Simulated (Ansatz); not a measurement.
This Ansatz (an electronic-structure program) input (PBE/def2-SV(P)) gives -79.91341 Eh with 30 basis functions. A basis named .json is the Basis Set Exchange file of that set (core-valence sets with the plain set on hydrogen).

Ansatz 0.2 input:
```yaml
crystal:
  periodic: [false, false, false]
  atoms:
    - {symbol: B, position_ang: [-0.00000000, -0.00000000, -0.61304571]}
    - {symbol: N, position_ang: [0.00000000, 0.00000000, 0.69245456]}
    - {symbol: H, position_ang: [-0.00000000, -0.00000000, -1.78195339]}
basis:
  gaussian:
    orbitals: def2-SV_P_.json
hamiltonian:
  xc: {name: PBE}
magnetization: {spin_polarized: true, initial_magnetization: 1}
```

Change:
```diff
- orbitals: def2-SV_P_.json
+ orbitals: 6-31G
```

Problem. What does the run give now?

Solution. -79.95518 Eh (PBE/6-31G, 20 functions), a change of -41.77 mEh.
